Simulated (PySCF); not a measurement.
PySCF input (M06-2X/def2-TZVPD):

```python
from pyscf import gto, scf, dft

mol = gto.M(
    atom='''
    Si    0.00354153   -0.36391811    0.00784918
    Cl   -0.07534761    0.84779013   -1.66583968
    Cl    0.05814285    0.92012622    1.62770832
    N     1.38360809   -1.32909017    0.17633484
    N    -1.35741815   -1.36211953   -0.11828940
    H     1.57724935   -2.05829848   -0.49207889
    H     2.21927074   -0.96468535    0.60389461
    H    -2.19983178   -1.03281157   -0.56081153
    H    -1.53711831   -2.06546124    0.58102234
    ''',
    basis='def2-tzvpd',
    charge=0,
    spin=0,
    verbose=4,
)

mf = dft.RKS(mol, xc='m062x').density_fit(auxbasis='def2-universal-jkfit')
mf.grids.level = 4
mf.conv_tol = 1e-9
mf.max_cycle = 100
mf.max_memory = 1500
mf.kernel()
if not mf.converged:
    mf = mf.newton()
    mf.kernel(mf.make_rdm1())
mf.analyze()
```

End of the output:

```
Extra cycle  E= -1321.99020740307  delta_E= -1.36e-12  |g|= 2.92e-06  |ddm|= 7.81e-06
converged SCF energy = -1321.99020740307
**** SCF Summaries ****
Total Energy =                       -1321.990207403066961
Nuclear Repulsion Energy =             373.612102301352479
One-electron Energy =                -2568.909140367982673
Two-electron Energy =                  873.306830663563346
Two-electron Coulomb Energy =          966.196479962931448
DFT Exchange-Correlation Energy =      -92.889649299368074
HOMO-LUMO gap [eV] =                     9.464642260089374
**** MO energy ****
MO #1   energy= -102.630436975314  occ= 2
MO #2   energy= -102.630435262962  occ= 2
MO #3   energy= -67.088945264629   occ= 2
MO #4   energy= -14.7443539711987  occ= 2
MO #5   energy= -14.7443495657997  occ= 2
MO #6   energy= -9.79493227782384  occ= 2
MO #7   energy= -9.79492749532792  occ= 2
MO #8   energy= -7.51531679329972  occ= 2
MO #9   energy= -7.51531200285652  occ= 2
MO #10  energy= -7.51259546487581  occ= 2
MO #11  energy= -7.5125938008554   occ= 2
MO #12  energy= -7.51251017904433  occ= 2
MO #13  energy= -7.51250599667754  occ= 2
MO #14  energy= -5.61809472095418  occ= 2
MO #15  energy= -3.93080204431815  occ= 2
MO #16  energy= -3.92975931093823  occ= 2
MO #17  energy= -3.92835185187285  occ= 2
MO #18  energy= -0.993304290757432 occ= 2
MO #19  energy= -0.961722704144033 occ= 2
MO #20  energy= -0.921749256896259 occ= 2
MO #21  energy= -0.906091666424641 occ= 2
MO #22  energy= -0.622105431552178 occ= 2
MO #23  energy= -0.588011793968261 occ= 2
MO #24  energy= -0.583695484803191 occ= 2
MO #25  energy= -0.512385423611505 occ= 2
MO #26  energy= -0.488997634413669 occ= 2
MO #27  energy= -0.462921379865503 occ= 2
MO #28  energy= -0.406361846095969 occ= 2
MO #29  energy= -0.402965636907808 occ= 2
MO #30  energy= -0.393990505027774 occ= 2
MO #31  energy= -0.378368237342957 occ= 2
MO #32  energy= -0.355210233443197 occ= 2
MO #33  energy= -0.349035696409279 occ= 2
MO #34  energy= -0.00121650582732998 occ= 0
MO #35  energy= 0.0271050750474938 occ= 0
MO #36  energy= 0.0331548028541038 occ= 0
MO #37  energy= 0.0334120199990062 occ= 0
MO #38  energy= 0.0519350223709183 occ= 0
MO #39  energy= 0.0551944227146657 occ= 0
MO #40  energy= 0.0606913206187911 occ= 0
MO #41  energy= 0.0636836455954222 occ= 0
MO #42  energy= 0.0740432535853215 occ= 0
MO #43  energy= 0.0795494341281784 occ= 0
MO #44  energy= 0.096317559183864  occ= 0
MO #45  energy= 0.102382800111499  occ= 0
MO #46  energy= 0.108175036147515  occ= 0
MO #47  energy= 0.113204582065224  occ= 0
MO #48  energy= 0.128041866928172  occ= 0
MO #49  energy= 0.143193173279261  occ= 0
MO #50  energy= 0.145275275030172  occ= 0
MO #51  energy= 0.153523473015453  occ= 0
MO #52  energy= 0.159263327322622  occ= 0
MO #53  energy= 0.173445319802976  occ= 0
MO #54  energy= 0.180256373413082  occ= 0
MO #55  energy= 0.196495331432374  occ= 0
MO #56  energy= 0.205496936373454  occ= 0
MO #57  energy= 0.207008172062938  occ= 0
MO #58  energy= 0.207775574731635  occ= 0
MO #59  energy= 0.224886036558365  occ= 0
MO #60  energy= 0.235165181379491  occ= 0
MO #61  energy= 0.251811240639806  occ= 0
MO #62  energy= 0.255249551957321  occ= 0
MO #63  energy= 0.25964885199415   occ= 0
MO #64  energy= 0.262930329722968  occ= 0
MO #65  energy= 0.267293842211174  occ= 0
MO #66  energy= 0.275852668079512  occ= 0
MO #67  energy= 0.279846227752755  occ= 0
MO #68  energy= 0.286883781179134  occ= 0
MO #69  energy= 0.294338799498439  occ= 0
MO #70  energy= 0.299157379704937  occ= 0
MO #71  energy= 0.300654446198453  occ= 0
MO #72  energy= 0.314659661021464  occ= 0
MO #73  energy= 0.320804003009449  occ= 0
MO #74  energy= 0.327607905846089  occ= 0
MO #75  energy= 0.338690471080399  occ= 0
MO #76  energy= 0.346455610594426  occ= 0
MO #77  energy= 0.347466390231191  occ= 0
MO #78  energy= 0.374423014209116  occ= 0
MO #79  energy= 0.378017174625241  occ= 0
MO #80  energy= 0.394605194562828  occ= 0
MO #81  energy= 0.4030145632801    occ= 0
MO #82  energy= 0.421714470302289  occ= 0
MO #83  energy= 0.432100493097584  occ= 0
MO #84  energy= 0.433214411117249  occ= 0
MO #85  energy= 0.449504894639409  occ= 0
MO #86  energy= 0.457500542812743  occ= 0
MO #87  energy= 0.47420970169903   occ= 0
MO #88  energy= 0.485580084705598  occ= 0
MO #89  energy= 0.504966394720819  occ= 0
MO #90  energy= 0.508439497451361  occ= 0
MO #91  energy= 0.525355087498205  occ= 0
MO #92  energy= 0.539509448567823  occ= 0
MO #93  energy= 0.579246384858255  occ= 0
MO #94  energy= 0.58054049233162   occ= 0
MO #95  energy= 0.589514075007091  occ= 0
MO #96  energy= 0.621809168702208  occ= 0
MO #97  energy= 0.634354538079989  occ= 0
MO #98  energy= 0.639083518226568  occ= 0
MO #99  energy= 0.64524810864062   occ= 0
MO #100 energy= 0.64595347897815   occ= 0
MO #101 energy= 0.652953020120911  occ= 0
MO #102 energy= 0.669517079835457  occ= 0
MO #103 energy= 0.678339868154199  occ= 0
MO #104 energy= 0.683330333297817  occ= 0
MO #105 energy= 0.690191492070601  occ= 0
MO #106 energy= 0.705919863839482  occ= 0
MO #107 energy= 0.718028068686641  occ= 0
[...]
```
